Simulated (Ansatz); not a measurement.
This geometry of BClFH + H4Si (9 atoms, charge 0, multiplicity 1) is a first-order saddle point.

Level of theory: RKS PBE/6-31G* in Ansatz 0.2.0.

```xyz
9
Properties=species:S:1:pos:R:3
B 0.194 0.320 0.164
Cl -0.585 -0.658 2.164
F 1.446 -0.127 0.003
H -0.707 -0.018 -0.555
Si 0.114 2.391 0.683
H 1.053 2.830 1.764
H 0.601 2.907 -0.641
H -1.271 2.890 0.948
H -0.203 0.671 1.576
```

Task: Which two structures does it join? (They come from a converged band through this point; their orientation in space is the band's.)

Result: Bonds broken: B1–Cl2, Si5–H9. Bonds formed: B1–Si5, Cl2–H9. BClFH + H4Si becomes BFH4Si + ClH.

Image 0:

```xyz
9
Properties=species:S:1:pos:R:3
B 0.176 -1.056 0.199
Cl 0.383 -2.405 1.307
F 1.017 -0.030 0.267
H -0.709 -1.061 -0.609
Si -0.042 3.151 0.988
H 1.126 2.905 1.892
H 0.401 3.079 -0.441
H -0.613 4.509 1.265
H -1.096 2.115 1.239
```

Image 8:

```xyz
9
Properties=species:S:1:pos:R:3
B 0.303 0.501 -0.307
Cl -0.928 -0.542 2.317
F 1.480 -0.127 -0.217
H -0.591 -0.088 -0.872
Si 0.170 2.425 0.378
H 0.861 2.587 1.708
H 0.852 3.364 -0.582
H -1.250 2.888 0.538
H -0.254 0.199 3.144
```

Task: How far does it lie above each of them?

Result: 1.81 eV above the first and 0.40 eV above the second. This is the barrier of this one path; another mechanism may lie lower. The orbitals stay closed-shell, which can raise the energy where a bond breaks towards radicals; this wasn't checked here.

Run time: 20 min on 1 thread of AMD EPYC 7R43 64-Core Processor (Zen 3) (shared host), peak memory 0.13 GiB.
